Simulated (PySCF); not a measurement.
PBE on In⁻ (indium, charge -1), [Kr] 4d10 5s2 5p2, high-spin 3P determinant. Computed with PySCF 2.14 in aug-cc-pwCVTZ-DK3, with scalar relativity by spin-free X2C-1e.

```
cycle= 1 E= -5880.35047956275  delta_E= -0.0231  |g|= 0.0674  |ddm|= 0.604
cycle= 2 E= -5880.35040379327  delta_E= 7.58e-05  |g|= 0.0435  |ddm|= 0.178
cycle= 3 E= -5880.35083660137  delta_E= -0.000433  |g|= 0.00817  |ddm|= 0.133
cycle= 4 E= -5880.35089741807  delta_E= -6.08e-05  |g|= 0.00743  |ddm|= 0.0712
cycle= 5 E= -5880.35095592803  delta_E= -5.85e-05  |g|= 0.000157  |ddm|= 0.0271
cycle= 6 E= -5880.35095596016  delta_E= -3.21e-08  |g|= 3.89e-05  |ddm|= 0.00214
cycle= 7 E= -5880.35095596384  delta_E= -3.68e-09  |g|= 3.08e-06  |ddm|= 0.00034
cycle= 8 E= -5880.35095596386  delta_E= -1.64e-11  |g|= 4.88e-07  |ddm|= 4.48e-05
converged SCF energy = -5880.35095596386  <S^2> = 2.0015907  2S+1 = 3.0010603
```

Highest occupied orbital energy: 1.201 eV; ⟨L²⟩ = 2.01; populations by l: s 10.00, p 20.00, d 20.00, f 0.00.

Can this result be used?

With care. Self-consistency was reached. At PBE the highest occupied level has a positive energy, so only the finite basis holds that electron; in a semilocal or global hybrid functional this comes from self-interaction and does not mean that the real anion is unbound.
